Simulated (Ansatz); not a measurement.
C₄H₅ (SMILES [CH-]=CC=C), charge -1, singlet, at a GFN2-xTB geometry (a gas-phase anion, which may not be bound at this level). Base run: MP2/STO-3G (Ansatz, a program for electronic structure).

Input for Ansatz:
Ansatz 0.2 input:
```yaml
crystal:
  periodic: [false, false, false]
  atoms:
    - {symbol: C, position_ang: [0.68137789, 1.87285781, 0.01645036]}
    - {symbol: C, position_ang: [0.62598176, 0.50903898, 0.00361301]}
    - {symbol: C, position_ang: [-0.52715454, -0.34290368, -0.00222848]}
    - {symbol: C, position_ang: [-0.54674012, -1.68664814, -0.01494501]}
    - {symbol: H, position_ang: [-0.39015689, 2.28234825, 0.02242338]}
    - {symbol: H, position_ang: [1.58137865, -0.03936154, -0.00345242]}
    - {symbol: H, position_ang: [-1.49125159, 0.17262809, 0.00454190]}
    - {symbol: H, position_ang: [0.36643243, -2.26759445, -0.02223715]}
    - {symbol: H, position_ang: [-1.46719257, -2.26209020, -0.01861500]}
basis:
  gaussian:
    orbitals: STO-3G
total_charge: -1
magnetization: {spin_polarized: false}
correlation: {method: mp2}
```

Each row names what was changed in the base input (with any setting that the change needs).

| change | ΔE vs base (mEh) | MP2 correlation (Eh) | basis functions |
|---|---|---|---|
| base | 0.000 | -0.21545 | 25 |
| lower_state_search = off | 0.000 | -0.21545 | 25 |
| fitting = cc-pVTZ-JKFIT (mean field), cc-pVTZ-RIFIT (correlation) | 0.026 | -0.21544 | 25 |
| method = ccsd_t | -62.878 | -0.21545 | 25 |
| method = bccd_t | -62.441 | -0.21545 | 25 |
| method = rpa | -44.778 | - | 25 |
| electrons = outside_noble_gas | 0.000 | -0.21545 | 25 |
| reference functional = pbe0 | -6.739 | - | 25 |
| electrons = all | -1.677 | -0.21713 | 25 |
| method = ccsd | -57.345 | -0.21545 | 25 |

A gas-phase anion may not be bound at this level; its values then depend on the basis.
